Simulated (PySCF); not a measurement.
A structure optimised at TPSSh-D3(BJ)/def2-SVP, used in a PySCF frequency run:

```xyz
7

Zn     0.1820     0.0868     0.0000
Br    -0.1218    -2.1176     0.0000
O      0.5226     1.8197     0.0000
Si    -0.2721     3.2674     0.0000
H     -1.1451     3.4187     1.2037
H      0.7230     4.3739     0.0000
H     -1.1451     3.4187    -1.2037
```
Charge 0, spin multiplicity 1.

Question: Write its SMILES, formula and point group.

Answer: [SiH3][O][Zn][Br], BrH₃OSiZn, Cs

Question: What are its rotational constants (standard atomic weights)?

Answer: 31.968, 0.67174, 0.66296 GHz
